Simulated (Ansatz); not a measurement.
Reaction (formal exchange of groups at a C–Si bond): `S[SiH2][SiH2]CCl` + `C=CC` → `C/C=C/CCl` + `[SiH3][SiH2]S`

Isolated molecules relaxed with PBE0-D4/def2-TZVP in Ansatz; ΔE leaves out vibrations. CBS: MP2 limit from def2 TZ/QZ plus the TZ coupled-cluster correction, frozen cores. DFT in def2-TZVPP. B3LYP here is the variant with VWN-RPA as its local correlation; programs differ in this. Each species was taken in one conformer, which may not be the lowest.

```tsv
level	ΔE (kJ/mol)	difference from CCSD(T)/CBS
PBE-D4	11.1	-2.3
r2SCAN-D4	11.3	-2.1
PBE0-D4	10.8	-2.6
B3LYP-D4	11.7	-1.7
ωB97X-V	10.7	-2.7
ωB97M-V	13.6	0.2
B2PLYP	10.6	-2.8
PBE	10.0	-3.4
r2SCAN	11.0	-2.4
PBE0	9.6	-3.8
B3LYP	9.7	-3.7
HF/def2-TZVPP	7.2	-6.2
MP2/def2-TZVPP	10.9	-2.5
SCS-MP2/def2-TZVPP	9.9	-3.5
CCSD/def2-TZVPP	10.8	-2.6
CCSD(T)/def2-TZVPP	11.0	-2.4
HF/def2-QZVPP	7.3	-6.1
MP2/def2-QZVPP	12.3	-1.1
SCS-MP2/def2-QZVPP	11.3	-2.1
HF/CBS(def2)	7.3	-6.1
MP2/CBS(def2)	13.3	-0.1
CCSD/CBS(def2)	13.2	-0.2
CCSD(T)/CBS	13.4	0
```

Largest T1 diagnostic among the species: 0.012.

In def2-TZVPP, CCSD(T) changes the Hartree–Fock value by +3.9 kJ/mol (the triples alone add +0.2 kJ/mol) and MP2 by +3.7 kJ/mol.
